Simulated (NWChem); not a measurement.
C2H4O3Si; SMILES [SiH2]1OCOC1=O

```xyz
10

O     -0.2741     2.2255     0.0000
C     -0.0468     1.0397     0.0000
O      1.2480     0.5525     0.0000
C      1.3919    -0.8748     0.0000
O      0.1605    -1.5570     0.0000
Si    -1.1815    -0.5226     0.0000
H      1.9747    -1.1470    -0.9087
H      1.9747    -1.1470     0.9087
H     -2.0189    -0.6712     1.2334
H     -2.0189    -0.6712    -1.2334
```
Atoms are numbered in this order, from 1.

Computed with NWChem. Pople sets run with spherical d functions. Coordinates come from a PBE-D3(BJ)/def2-SVP optimisation. Vzz is the largest principal value of the second derivative of the potential at the nucleus (NWChem prints the opposite sign); η is the asymmetry. Non-relativistic.

```tsv
level	Vzz O1 (a.u.)	η O1	Vzz O3 (a.u.)	η O3	Vzz O5 (a.u.)	η O5	relative time
CAM-B3LYP/6-31G*	-1.603	0.19	1.480	0.55	1.560	0.57	6
Hartree-Fock/def2-TZVP	-1.811	0.35	1.685	0.57	1.671	0.53	4
Hartree-Fock/def2-SVP	-1.832	0.30	1.671	0.60	1.652	0.58	1
```

Times are rough ratios from one shared machine.
